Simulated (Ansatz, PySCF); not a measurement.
BrCs, charge +1, doublet, geometry from GFN2-xTB (such geometries of metal compounds can be far from the true shape) (a state made from the parent by changing its charge; the spin is typed, not shown lowest) (core potentials on Cs), with bond 2-1 at 2.4 times its length. Base run: PySCF with CASSCF(5,5)/def2-SVP.

Here is a job for PySCF.
```python
from pyscf import gto, scf, mcscf
import numpy

mol = gto.Mole()
mol.atom = '''
    Cs   -0.000000   -0.000000   -1.375505
    Br    0.000000    0.000000    7.113326
'''
mol.basis = 'def2-svp'
mol.ecp = {'Cs': 'def2-svp'}
mol.charge = 1
mol.spin = 1
mol.verbose = 4
mol.build()

mf = scf.ROHF(mol)
mf.kernel()
mc = mcscf.CASSCF(mf, 5, 5)
mc.fix_spin_(ss=0.75)
mc.kernel()
occ = numpy.linalg.eigvalsh(mc.fcisolver.make_rdm1(mc.ci, mc.ncas, mc.nelecas))[::-1]
ss = mc.fcisolver.spin_square(mc.ci, mc.ncas, mc.nelecas)[0]
print('natural occupations', occ.round(4), ' <S^2>', round(ss, 4))
```

Programs used: Ansatz (a first-principles code), PySCF; a row that names a program was run with it.

Variants of this job, named by their change:

```
change                                                ΔE vs base (mEh)                      natural occupations  <S^2> of the state        outcome
----------------------------------------------------  ----------------  ---------------------------------------  ------------------  -------------
base                                                             0.000                 2.00 2.00 1.00 0.00 0.00                0.75      converged
conv_tol = 1e-5                                                  0.000                 2.00 2.00 1.00 0.00 0.00                0.75      converged
active space = 9 electrons, 9 orbitals                               -                                        -                   -  not converged
active space = 9 electrons, 8 orbitals                          -8.704  2.00 2.00 1.99 1.99 1.00 0.00 0.00 0.00                0.75      converged
active space = 7 electrons, 8 orbitals                               -                                        -                   -  not converged
solver = newton                                                  0.000                 2.00 2.00 1.00 0.00 0.00                0.75      converged
orbitals = fixed (CASCI); correction = SC-NEVPT2                -267.1                 2.00 2.00 1.00 0.00 0.00                0.75      converged
code = ansatz; correction = SC-NEVPT2, all electrons            -277.1                                        -                   -      converged
fix_spin_ = off                                                  0.000                 2.00 2.00 1.00 0.00 0.00                0.75      converged
orbitals = fixed (CASCI)                                         0.000                 2.00 2.00 1.00 0.00 0.00                0.75      converged
code = ansatz                                                  -26.543                                        -                   -      converged
```

Active orbitals are taken around the Fermi level unless the row says otherwise; CASSCF can end in different local minima, and two programs can end on different orbitals. State-averaged rows give the lowest state.

Open shells are given as the SCF converged; they aren't shown to be the lowest states, and a large step between rows can be another state.
